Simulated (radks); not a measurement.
As24+, configuration [He] 2s2 2p5. All-electron calculation, non-relativistic Kohn-Sham, LDA (Slater exchange, Perdew-Wang correlation), spin-unpolarised, spherical densities, point nucleus. Program: a radial shooting solver on a logarithmic mesh with Libxc functionals.

Radial electron density D(r) = 4 pi r^2 rho(r):

```
   r/bohr * D(r) (the largest magnitude, 39.3, reaches the edge; | marks zero)
 0.002031 | *
 0.002236 | *
 0.002481 | *
 0.002731 |  *
 0.003006 |  *
 0.003309 |   *
 0.003642 |   *
 0.004009 |    *
 0.004413 |     *
 0.004858 |      *
 0.005348 |        *
 0.005934 |         *
 0.006531 |           *
  0.00719 |             *
 0.007914 |               *
 0.008711 |                 *
 0.009589 |                    *
  0.01056 |                       *
  0.01162 |                          *
  0.01279 |                             *
  0.01419 |                                 *
  0.01562 |                                     *
   0.0172 |                                        *
  0.01893 |                                           *
  0.02083 |                                               *
  0.02293 |                                                 *
  0.02525 |                                                    *
  0.02779 |                                                     *
  0.03059 |                                                      *
  0.03394 |                                                      *
  0.03736 |                                                     *
  0.04113 |                                                   *
  0.04527 |                                                 *
  0.04983 |                                               *
  0.05485 |                                            *
  0.06038 |                                          *
  0.06646 |                                        *
  0.07316 |                                       *
  0.08118 |                                       *
  0.08936 |                                         *
  0.09836 |                                           *
   0.1083 |                                              *
   0.1192 |                                                 *
   0.1312 |                                                    *
   0.1444 |                                                     *
    0.159 |                                                    *
    0.175 |                                                 *
   0.1942 |                                           *
   0.2137 |                                     *
   0.2352 |                              *
    0.259 |                      *
    0.285 |               *
   0.3138 |          *
   0.3454 |      *
   0.3802 |   *
   0.4185 | *
   0.4643 |*
   0.5111 *
   0.5626 *
   0.6193 *
   0.6817 *
```

D(r) has 2 maxima, at r = 0.0321, 0.144 bohr, and minima at 0.0749 bohr, inside which lie 2.19 electrons.
